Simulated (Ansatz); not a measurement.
An input meant for (BeO)6 prism (Be6O6) (charge 0, triplet).

```yaml
crystal:
  periodic: [false, false, false]
  atoms:
    - {symbol: Be, position_ang: [-1.096903, -1.189007, -0.328427]}
    - {symbol: O, position_ang: [-0.535665, -1.426517, 1.124156]}
    - {symbol: Be, position_ang: [0.865016, -0.711286, 1.212494]}
    - {symbol: O, position_ang: [1.868643, -0.302955, 0.069320]}
    - {symbol: Be, position_ang: [1.040536, -0.189799, -1.265907]}
    - {symbol: O, position_ang: [-0.337860, -0.840163, -1.663699]}
    - {symbol: Be, position_ang: [-0.865078, 0.711271, -1.212462]}
    - {symbol: O, position_ang: [-1.868691, 0.302872, -0.069360]}
    - {symbol: Be, position_ang: [-1.040565, 0.189889, 1.265840]}
    - {symbol: O, position_ang: [0.337893, 0.840187, 1.663661]}
    - {symbol: Be, position_ang: [0.835641, 1.476544, -1.124082]}
    - {symbol: O, position_ang: [0.535641, 1.426544, -1.124082]}
basis:
  gaussian: {orbitals: cc-pVDZ, nuclear_model: gaussian}
magnetization: {spin_polarized: true, initial_magnetization: 2}
hamiltonian: {xc: {name: PBE0-DH}}
scf: {omitted_lower_state_checks: [starts]}
output: {forces: true}
```

```sh
$ ansatz run in.yaml --threads 4 --pin off --events-out ev --progress --plain --max-ram 4787MiB
```

It prints (some lines left out):

```
Functional definition: PBE0-DH
1545 factors; integrals over basis functions are off by at most 1.9e-4 eV
mean field evaluation 1: about -14285.3837 eV, gradient 7.3e1 eV
mean field evaluation 2: about -14288.2793 eV, gradient 7.3e1 eV
mean field evaluation 4: about -14300.3981 eV, gradient 4.6e1 eV
mean field evaluation 8: about -14310.8989 eV, gradient 2.6e0 eV
mean field evaluation 16: about -14311.3825 eV, gradient 6.7e-1 eV
mean field evaluation 32: about -14311.4257 eV, gradient 1.1e-2 eV
mean field -14311.42569421 eV, -525.9351936295 hartree, gradient 8.3e-6 eV, S^2 2.035750; 0 other end points of the search recorded, 0 dependent functions left out
6 core orbitals not correlated: weight in the atoms' cores, before any rotation towards them, 0.996 or more for the frozen orbitals, at most 0.004 for the correlated occupied ones
reference -14311.42572137 eV, -525.9351946277 hartree; 31, 29 occupied and 131, 133 virtual orbitals, 1545 factors
second order -43.63432236 eV of doubles, -0.00000000 eV of singles
Total energy: -14316.88001167 eV, -526.1356360989 hartree
Atom 0 at    -1.096903    -1.189007    -0.328427 Å, force    -0.071689     0.771167     1.041181 eV/Å
Atom 1 at    -0.535665    -1.426517     1.124156 Å, force     0.074051     0.158552    -0.711733 eV/Å
Atom 2 at     0.865016    -0.711286     1.212494 Å, force    -0.447821     1.844266    -0.247792 eV/Å
Atom 3 at     1.868643    -0.302955     0.069320 Å, force    -1.402951    -1.185640     0.059048 eV/Å
Atom 4 at     1.040536    -0.189799    -1.265907 Å, force     3.736291    -6.515617    -0.236070 eV/Å
Atom 5 at    -0.337860    -0.840163    -1.663699 Å, force     1.897410     2.505863     0.943393 eV/Å
Atom 6 at    -0.865078     0.711271    -1.212462 Å, force    -9.688951    -3.439006    -1.479888 eV/Å
Atom 7 at    -1.868691     0.302872    -0.069360 Å, force     1.472934    -0.259350     0.045366 eV/Å
Atom 8 at    -1.040565     0.189889     1.265840 Å, force     0.821049    -0.146418    -0.601986 eV/Å
Atom 9 at     0.337893     0.840187     1.663661 Å, force    -0.073359    -1.141390    -0.679038 eV/Å
Atom 10 at     0.835641     1.476544    -1.124082 Å, force  2669.921107   442.673775    -3.869737 eV/Å
Atom 11 at     0.535641     1.426544    -1.124082 Å, force -2666.238071  -435.266202     5.737255 eV/Å
Dipole moment:     0.010933    -0.375109     0.080777 e Å
Checks for a lower state left out: starts
```

In this input one atom was put on top of another. The run converged. The result belongs to that input, not to the species as meant.

Correlated methods freeze 6 core orbitals.
